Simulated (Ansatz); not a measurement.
`OC(O)N[SiH3]`, charge 0, multiplicity 1.

Give a relaxed structure at PBE0-D4/def2-TZVP (Ansatz 0.2.0). (An estimate is asked.)

The calculation gave: 
Z-matrix (Å, degrees):
```
C
O 1 1.405
N 1 1.418 2 111.8
O 1 1.394 2 106.2 3 120.7
H 1 1.103 2 109.9 3 -119.9
H 2 0.962 1 107.4 3 53.2
Si 3 1.730 1 123.0 2 -152.3
H 3 1.013 1 110.7 2 60.2
H 4 0.963 1 107.6 2 41.4
H 7 1.489 3 115.5 1 -73.1
H 7 1.485 3 107.2 1 166.2
H 7 1.486 3 107.0 1 47.3
```
This is one stationary point; other conformers may exist.
